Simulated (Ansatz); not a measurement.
Start from `[OH][Ge][SH]` and change one element to get `[OH][Sn][SH]`.

Ansatz, PBE0-D4/def2-TZVP geometries, multiplicity 1. Each molecule was computed in one conformer, which needn't be the lowest.

Elements past krypton have def2 core potentials. Outer-core shells of Ge, Sn are correlated without core-valence functions. Scalar relativity is left out up to krypton. Spin–orbit coupling is left out.

```csv
property,`[OH][Ge][SH]`
vertical ionisation energy (CCSD(T)/def2-TZVPP) / eV,9.56
"ideal-gas entropy at 298 K and 1 bar (rigid rotor, harmonic PBE0-D4/def2-TZVP) / J/(mol·K)",302
size of the dipole moment (PBE/def2-TZVPP) / D,0.79
size of the dipole moment (ωB97M-V/def2-TZVPP) / D,0.89
HOMO energy (PBE/def2-TZVPP) / eV,-6.30
HOMO energy (PBE0/def2-TZVPP) / eV,-7.35
```

(1) What does the change do to each property? (Estimate.)

Results:

(1) Computed: 
| property | `[OH][Sn][SH]` | shift |
| --- | --- | --- |
| vertical ionisation energy (CCSD(T)/def2-TZVPP) / eV | 9.46 | -0.10 |
| ideal-gas entropy at 298 K and 1 bar (rigid rotor, harmonic PBE0-D4/def2-TZVP) / J/(mol·K) | 316 | 14 |
| size of the dipole moment (PBE/def2-TZVPP) / D | 0.34 | -0.45 |
| size of the dipole moment (ωB97M-V/def2-TZVPP) / D | 0.50 | -0.39 |
| HOMO energy (PBE/def2-TZVPP) / eV | -6.33 | -0.03 |
| HOMO energy (PBE0/def2-TZVPP) / eV | -7.36 | -0.01 |

Dipoles are sizes alone; their direction can turn.
